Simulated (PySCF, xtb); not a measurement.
SbCl2Br, SMILES [Cl][Sb]([Cl])[Br].

GFN2-xTB run with xtb at its own geometry gives an orbital gap of 4.27 eV and a dipole moment of 6.12 D.

Coordinates come from a r2SCAN-D4/def2-SVP optimisation. The def2 effective core potentials stand for the cores of Sb; spin–orbit coupling is left out.

Problem. What does PBE/def2-TZVP in PySCF give? (An estimate is asked for; the answer gives what the named calculation found.)

Solution. gap 4.36 eV (levels -7.32 and -2.95 eV), dipole 2.52 D.
